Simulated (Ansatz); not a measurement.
`FC(Cl)C(F)(F)F` and `FC(F)(F)CBr` differ in one atom or group.

Ansatz, PBE0-D4/def2-TZVP geometries, multiplicity 1. 

Scalar relativity is left out up to krypton.

```
                                                                                  property  `FC(Cl)C(F)(F)F`
ideal-gas entropy at 298 K and 1 bar (rigid rotor, harmonic PBE0-D4/def2-TZVP) / J/(mol·K)               343
                                                     HOMO energy (ωB97M-V/def2-TZVPP) / eV            -11.81
                                                      HOMO–LUMO gap (PBE0/def2-TZVPP) / eV              9.64
                                                       LUMO energy (B3LYP/def2-TZVPP) / eV             -0.17
                                            zero-point energy (PBE0-D4/def2-TZVP) / kJ/mol              95.1
                                            size of the dipole moment (PBE/def2-TZVPP) / D              1.28
```

Question: Give the same properties after the change, and the shifts. (Estimate.)

Answer: Ansatz gave: 
| property | `FC(F)(F)CBr` | shift |
| --- | --- | --- |
| ideal-gas entropy at 298 K and 1 bar (rigid rotor, harmonic PBE0-D4/def2-TZVP) / J/(mol·K) | 337 | -6 |
| HOMO energy (ωB97M-V/def2-TZVPP) / eV | -10.80 | 1.01 |
| HOMO–LUMO gap (PBE0/def2-TZVPP) / eV | 8.02 | -1.62 |
| LUMO energy (B3LYP/def2-TZVPP) / eV | -0.80 | -0.63 |
| zero-point energy (PBE0-D4/def2-TZVP) / kJ/mol | 113.9 | 18.8 |
| size of the dipole moment (PBE/def2-TZVPP) / D | 1.72 | 0.44 |

With PBE0 the HOMO rises by 0.96 eV and the LUMO falls by 0.67 eV, so the gap narrows by about 1.63 eV. PBE moves the HOMO by 0.77 eV and ωB97M-V by 1.01 eV. Dipoles are sizes alone; their direction can turn.

B3LYP here is the variant with VWN-RPA as its local correlation; programs differ in this.

Spin–orbit coupling is left out; it splits and shifts lone-pair levels of the heavy atoms by tenths of an eV.
